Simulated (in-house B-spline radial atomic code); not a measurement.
Results of a calculation; reference values are marked as such.
Making a Troullier-Martins p channel for In, r_c = 0.83 bohr

In, [Kr] 4d10 5s2 5p1, non-relativistic PBE, spherical and spin-unpolarised, from a B-spline radial code for spherical atoms (atomic units). The all-electron 4p level is ε = -2.799157 hartree, its outermost node lies just inside 0.43 bohr and its outer maximum at 0.83 bohr.

Inside r_c the pseudo-orbital is u(r) = r^2 exp(p(r)), with p = c0 + c2 r² + c4 r⁴ + … + c12 r¹². The seven coefficients follow from p and its first four derivatives at r_c, from zero curvature of the screened potential at the origin, c4 = −c2²/(2l + 5), and from the norm inside r_c. At r_c the all-electron orbital has P = 1.188916, P' = -0.02260225, the screened potential V = -8.245951, V' = 23.19066, V'' = -80.47805, and the norm inside is Q = 0.3924621.

Question: What are p, p' and p'' at r_c?

Answer: p = ln(P/r_c^2) = ln(1.188916/0.6889) = 0.54570. p' = P'/P − 2/r_c = -0.01901 − 2.40964 = -2.42865. The radial equation gives p'' = 2(V − ε) − 2(2) p'/r_c − p'² = -10.89359 − (-11.70433) − 5.89834 = -5.08759. Differentiating, p''' = 2V' + 2(2)p'/r_c² − 2(2)p''/r_c − 2p'p'' = 32.086, and p'''' = 2V'' − 4(2)p'/r_c³ + 4(2)p''/r_c² − 2(2)p'''/r_c − 2p''² − 2p'p''' = -236.6.

For a trial c2 the five matching conditions are linear in c0, c6, c8, c10 and c12, and c2 is varied until the norm inside r_c equals Q. The root nearest zero gives:

| n | c_n |
| --- | --- |
| 0 | 1.140576 |
| 2 | -0.5809971 |
| 4 | -0.04822252 |
| 6 | 3.228761 |
| 8 | -13.74974 |
| 10 | 16.48794 |
| 12 | -6.443872 |

Question: Check c4 and p(r_c), and find the screened pseudopotential at the origin.

Answer: −c2²/7 = -0.0482225, as listed. The terms c_n r_c^n are 1.14058, -0.40025, -0.02289, 1.05561, -3.09684, 2.55828, -0.68879, which sum to 0.54570. Inverting the radial equation, V_l(r) = ε + 2 p'/r + (p'' + p'²)/2, so V_l(0) = ε + (2l + 3) c2 = -2.799157 + 5 × (-0.580997) = -5.7041 hartree, finite where the all-electron potential diverges.

Orbitals and screened potentials:

```json
{"r (bohr)": "0.083", "P": "0.3939", "u": "0.02147", "V all-electron": "-415.6", "V pseudo": "-5.7"}
{"r (bohr)": "0.208", "P": "-0.5332", "u": "0.132", "V all-electron": "-111.6", "V pseudo": "-5.587"}
{"r (bohr)": "0.332", "P": "-0.4861", "u": "0.3241", "V all-electron": "-51.24", "V pseudo": "-5.317"}
{"r (bohr)": "0.456", "P": "0.179", "u": "0.5806", "V all-electron": "-28.67", "V pseudo": "-5.616"}
{"r (bohr)": "0.581", "P": "0.7777", "u": "0.8705", "V all-electron": "-17.69", "V pseudo": "-7.541"}
{"r (bohr)": "0.705", "P": "1.102", "u": "1.106", "V all-electron": "-11.9", "V pseudo": "-9.703"}
{"r (bohr)": "0.83", "P": "1.189", "u": "1.189", "V all-electron": "-8.246", "V pseudo": "-8.246"}
```

Logarithmic derivatives P'/P at R = 1.13 bohr, for energies E around ε:

| E − ε (hartree) | all-electron | pseudo |
| --- | --- | --- |
| -0.5 | -0.601691 | -0.602982 |
| -0.25 | -0.958431 | -0.958767 |
| -0.1 | -1.19548 | -1.19547 |
| 0 | -1.36464 | -1.36457 |
| 0.1 | -1.54377 | -1.54378 |
| 0.25 | -1.83345 | -1.83396 |
| 0.5 | -2.38314 | -2.38601 |

Question: With P(R) = 0.9284016 and a norm of 0.7498162 inside R, what slope in energy does norm conservation fix?

Answer: d(P'/P)/dE = −2 × (norm inside R)/P(R)² = -1.7399 per hartree·bohr at E = ε, for both atoms, since orbital and norm agree at R. Differences over ±0.1 hartree give -1.7414 (all-electron) and -1.7415 (pseudo), which also hold third-order terms. Half a hartree below ε the two curves differ by -0.0013.
